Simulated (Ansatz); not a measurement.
Conformers of ClGeH5O2Si, SMILES `[OH][GeH2][SiH](O)Cl`, each relaxed with PBE0-D4/def2-TZVP in Ansatz. CBS adds the triple-zeta coupled-cluster correction to the MP2 limit.

Outer-core shells of Ge are correlated without core-valence functions. Scalar relativity is left out up to krypton. Spin–orbit coupling is left out.

Not all of them had a frequency check.

Conformer A:

Cartesian coordinates in Å:
```
O 1.913 0.763 -1.068
Ge 0.631 -0.483 -1.131
Si -0.619 -0.352 0.897
O -0.892 1.255 1.093
Cl -2.392 -1.390 0.701
H 1.557 1.625 -0.838
H -0.289 -0.237 -2.346
H 1.390 -1.806 -1.295
H 0.037 -0.929 2.098
H -1.337 1.554 1.889
```

Conformer B:

```xyz
10

O     1.121    0.475   -2.153
Ge   -0.175   -0.353   -1.238
Si    0.071    0.154    1.084
O    -1.234   -0.484    1.843
Cl    1.814   -0.680    1.800
H     0.994    1.425   -2.193
H     0.047   -1.842   -1.530
H    -1.550    0.109   -1.770
H     0.202    1.610    1.359
H    -1.290   -0.415    2.799
```

Conformer C:

Cartesian coordinates in Å:
```
O -0.103 -1.684 0.506
Ge -0.082 -0.663 -0.984
Si 0.208 1.379 0.218
O 0.592 0.864 1.718
Cl -1.561 2.431 0.183
H -0.324 -2.606 0.361
H -1.414 -0.847 -1.738
H 1.078 -1.127 -1.890
H 1.251 2.313 -0.256
H 0.355 -0.059 1.882
```

Task: Which is lowest in electronic energy at CCSD(T)/CBS (frozen core, def2 sets), and by how much? (Estimate.)

Result: Ansatz gave: C; A lies 5.7 kJ/mol higher, B lies 9.2 kJ/mol higher.

Task: Give the energies relative to C (kJ/mol) with PBE-D4/def2-TZVPP, r2SCAN-D4/def2-TZVPP, B3LYP-D4/def2-TZVPP, ωB97X-V/def2-TZVPP, ωB97M-V/def2-TZVPP, MP2/def2-TZVPP, SCS-MP2/def2-TZVPP. (Best estimate.)

Result: Ansatz gave: 
```json
{"level": "PBE-D4/def2-TZVPP", "A": "6.0", "B": "9.9"}
{"level": "r2SCAN-D4/def2-TZVPP", "A": "6.4", "B": "10.3"}
{"level": "B3LYP-D4/def2-TZVPP", "A": "5.6", "B": "9.2"}
{"level": "ωB97X-V/def2-TZVPP", "A": "5.7", "B": "9.4"}
{"level": "ωB97M-V/def2-TZVPP", "A": "7.0", "B": "10.7"}
{"level": "MP2/def2-TZVPP", "A": "5.3", "B": "9.1"}
{"level": "SCS-MP2/def2-TZVPP", "A": "3.9", "B": "7.5"}
```

B3LYP here is the variant with VWN-RPA as its local correlation; programs differ in this.
